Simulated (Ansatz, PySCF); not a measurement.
CdGeH₅N, SMILES [NH2][Cd][GeH3].

The structure is a stationary point at B3LYP-D3(BJ)/def2-SVP. The structure was generated by enumeration; whether it is a known compound was not checked. The def2 effective core potentials stand for the cores of Cd; spin–orbit coupling is left out. The values are those of a single conformer.

Vertical ionisation energy (IE) and electron affinity (EA) in eV. Rows of orbital energies are one-electron estimates. Where ΔSCF, EOM or ADC give a negative EA the extra electron is unbound and the value depends on the basis.

| level | IE | EA |
|---|---|---|
| −ε(HOMO), −ε(LUMO), PBE0/def2-TZVPD (PySCF) | 6.59 | 0.81 |
| −ε(HOMO), −ε(LUMO), PBE/def2-TZVPD (PySCF) | 5.36 | 1.53 |
| ΔSCF, CAM-B3LYP/def2-SVPD (Ansatz), final states of multiplicity 2 and 2 | 8.71 | -0.60 |
| ΔSCF, PBE/def2-SVPD (Ansatz), final states of multiplicity 2 and 2 | 8.47 | -0.45 |

Q: What vertical singlet–triplet gap does ΔSCF give with CAM-B3LYP/def2-SVPD (Ansatz, a program for electronic structure) and with PBE/def2-SVPD (Ansatz)? (Estimate from the structure and the level; the computed values follow.)

A: 4.35 and 4.04 eV (triplet above singlet where positive).
